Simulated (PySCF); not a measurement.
**Solvent effects on NMR parameters**

Molfile (atoms numbered from 1):
```
C7H13FO2
     RDKit          3D

 23 23  0  0  0  0  0  0  0  0999 V2000
   -2.7865   -1.3033    1.0530 C   0  0  0  0  0  0  0  0  0  0  0  0
   -2.2409   -0.1718    0.2183 C   0  0  0  0  0  0  0  0  0  0  0  0
   -1.3244   -0.7025   -0.7162 O   0  0  0  0  0  0  0  0  0  0  0  0
   -0.7242    0.2580   -1.5011 C   0  0  2  0  0  0  0  0  0  0  0  0
    0.5655   -0.1093   -2.1399 C   0  0  0  0  0  0  0  0  0  0  0  0
    0.5519    0.9134   -1.0349 C   0  0  2  0  0  0  0  0  0  0  0  0
    1.1261    0.5408    0.2913 C   0  0  2  0  0  0  0  0  0  0  0  0
    0.5433    1.3290    1.2789 F   0  0  0  0  0  0  0  0  0  0  0  0
    2.4766    0.7484    0.2850 O   0  0  0  0  0  0  0  0  0  0  0  0
    3.1418    0.2956    1.4359 C   0  0  0  0  0  0  0  0  0  0  0  0
   -1.9819   -1.7874    1.6269 H   0  0  0  0  0  0  0  0  0  0  0  0
   -3.5409   -0.9317    1.7617 H   0  0  0  0  0  0  0  0  0  0  0  0
   -3.2547   -2.0649    0.4119 H   0  0  0  0  0  0  0  0  0  0  0  0
   -3.0615    0.3454   -0.3188 H   0  0  0  0  0  0  0  0  0  0  0  0
   -1.7385    0.5822    0.8512 H   0  0  0  0  0  0  0  0  0  0  0  0
   -1.4223    0.8916   -2.0675 H   0  0  0  0  0  0  0  0  0  0  0  0
    0.9566   -1.0995   -1.8903 H   0  0  0  0  0  0  0  0  0  0  0  0
    0.7699    0.2231   -3.1597 H   0  0  0  0  0  0  0  0  0  0  0  0
    0.7195    1.9632   -1.2945 H   0  0  0  0  0  0  0  0  0  0  0  0
    0.8751   -0.5050    0.5588 H   0  0  0  0  0  0  0  0  0  0  0  0
    2.8255    0.8522    2.3335 H   0  0  0  0  0  0  0  0  0  0  0  0
    4.2167    0.4511    1.2769 H   0  0  0  0  0  0  0  0  0  0  0  0
    2.9581   -0.7822    1.6073 H   0  0  0  0  0  0  0  0  0  0  0  0
  1  2  1  0
  2  3  1  0
  3  4  1  0
  4  5  1  0
  5  6  1  0
  6  7  1  0
  7  8  1  0
  7  9  1  0
  9 10  1  0
  6  4  1  0
  1 11  1  0
  1 12  1  0
  1 13  1  0
  2 14  1  0
  2 15  1  0
  4 16  1  6
  5 17  1  0
  5 18  1  0
  6 19  1  6
  7 20  1  1
 10 21  1  0
 10 22  1  0
 10 23  1  0
M  END
```

GIAO PBE0/pcSseg-1 in PySCF on one PBE0-D3(BJ)/def2-SVP conformer, non-relativistic, equivalent nuclei averaged. Solvents enter as an IEF-PCM continuum (cyclohexane with ε = 2.0, acetonitrile with ε = 35.7) around the gas-phase geometry. Shifts are referred to TMS, CFCl3 computed in the same medium.

Gas phase, δ in ppm: C7 115.6, C2 67.2, C10 56.7, C4 55.9, C6 22.8, C1 17.0, C5 10.6, F8 -139.4, H20 4.46, H15 3.67, H21/H22/H23 3.49, H14 3.24, H16 2.95, H11/H12/H13 1.14. Dipole moment 0.41 D.

Q: How does each δ change in the continuum?

A: 
| atoms | environment | Δδ, cyclohexane | Δδ, acetonitrile |
| --- | --- | --- | --- |
| C7 | sp3 CH bonded to F and O | +0.6 | +1.3 |
| C2 | sp3 CH2 bonded to O | +0.5 | +1.2 |
| C10 | methyl carbon bonded to O | +0.3 | +0.9 |
| C4 | three-membered-ring carbon | +0.2 | +0.5 |
| C6 | three-membered-ring carbon | +0.2 | +0.5 |
| C1 | methyl carbon | +0.1 | +0.4 |
| C5 | three-membered-ring carbon | +0.1 | +0.2 |
| F8 | fluorine on an sp3 carbon | -1.5 | -3.3 |
| H20 | hydrogen on an sp3 CH bonded to F and O | +0.05 | +0.16 |
| H15 | hydrogen on an sp3 CH2 bonded to O | -0.05 | -0.12 |
| H21/H22/H23 | hydrogen on a methyl carbon bonded to O | +0.05 | +0.13 |
| H14 | hydrogen on an sp3 CH2 bonded to O | +0.07 | +0.20 |
| H16 | hydrogen on a three-membered-ring carbon | +0.10 | +0.27 |
| H11/H12/H13 | hydrogen on a methyl carbon | +0.01 | +0.02 |

Changes are relative to the gas phase. The dipole moment becomes 0.44 D in cyclohexane, 0.51 D in acetonitrile.

Q: Which of the listed nuclei move most (in ppm), and what does the model miss? (N and O are left out, as their reference compounds move with the solvent too.)

A: F8 (fluorine on an sp3 carbon, -3.3 ppm) in acetonitrile. A continuum only polarises the solute; specific hydrogen bonds, the anisotropy of aromatic solvents and changes of geometry or conformer are outside it.
